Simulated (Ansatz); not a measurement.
Ideal-gas functions of `[SiH3][SiH](Cl)Br` at 800 K and 1 bar, from an Ansatz frequency run at PBE0-D4/def2-TZVP.

Molar mass 175.56 g/mol, point group C1 (symmetry number 1), electronic degeneracy 1, moments of inertia 238.016, 388.754, 587.132 u Å². Harmonic wavenumbers (cm⁻¹, unscaled): 89, 105, 129, 163, 361, 461, 507, 515, 565, 747, 771, 871, 930, 932, 2224, 2239, 2242, 2248.

Use S(trans) = R[1.5 ln M + 2.5 ln T − 1.1517]; rotational temperatures θ = 24.2544 K / I; S(rot) = R[ln(√π/σ · √(T³/θAθBθC)) + 1.5]; for each mode x = 1.438777 ν̃/T, S = R[x/(eˣ − 1) − ln(1 − e⁻ˣ)] and H = RT x/(eˣ − 1); 1 cm⁻¹ = 0.0119627 kJ/mol; R = 8.31446 J/(mol·K).

Q: By hand: the entropy, in J/(mol·K).

A: Translation 193.8. Rotation: θ = 0.1019, 0.0624, 0.0413 K, giving 134.9. Vibration, mode by mode: 23.56, 22.19, 20.48, 18.55, 12.05, 10.11, 9.36, 9.24, 8.53, 6.46, 6.23, 5.38, 4.94, 4.93, 0.77, 0.76, 0.75, 0.75, in all 165.0. Electronic 0.0. Sum 493.7 J/(mol·K).

Q: By hand: H − E and G − E in kJ/mol, counted from the electronic energy.

A: Zero-point energy ½ × 16099 × 0.0119627 = 96.3; thermal vibration 60.8; translation, rotation and pV give 4 RT = 26.6. H − E = 183.7 kJ/mol, and G − E = 183.7 − 800 × 493.7/1000 = -211.3 kJ/mol.

Vibration gives 33 % of the entropy, 66.2 J/(mol·K) of it from the modes under 150 cm⁻¹: soft modes count most, and the harmonic formula is weakest for them. The sum counts one conformer and one mirror image; others add a mixing term.
